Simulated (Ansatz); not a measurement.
Frontier orbitals of `N[Si]([SiH3])(Cl)Cl`.

```csv
atom,x (Å),y (Å),z (Å)
N1,-1.464,-0.241,-1.025
Si2,-0.468,0.611,0.054
Si3,1.516,-0.531,0.500
Cl4,-0.103,2.427,-0.831
Cl5,-1.358,1.014,1.878
H6,-1.739,-1.188,-0.819
H7,-2.171,0.247,-1.554
H8,2.318,-0.660,-0.744
H9,1.181,-1.888,1.012
H10,2.288,0.209,1.529
```

Charge 0, multiplicity 1. The structure was optimised at the PBE0-D4/def2-TZVP level. It is one conformer, not always the lowest. Basis def2-TZVPP, Ansatz 0.2.0.

```
 functional  HOMO (eV)  LUMO (eV)  gap (eV)
LDA (SPW92)      -6.81      -1.36      5.45
        PBE      -6.66      -1.15      5.51
     B97M-V      -7.09      -1.04      6.05
       PBE0      -8.02      -0.30      7.72
      BHLYP      -9.22       0.66      9.88
    ωB97M-V     -10.16       1.50     11.66
         HF     -10.99       2.91     13.90
```

A quarter of exact exchange (PBE0) shifts PBE's HOMO by −1.36 eV and its LUMO by +0.85 eV; full exchange at long range (ωB97M-V) shifts them by −3.51 and +2.66 eV. The gap opens from 5.50 to 11.67 eV, since occupied levels lose self-interaction and empty ones feel all the electrons. A positive LUMO is unbound and depends on the basis.
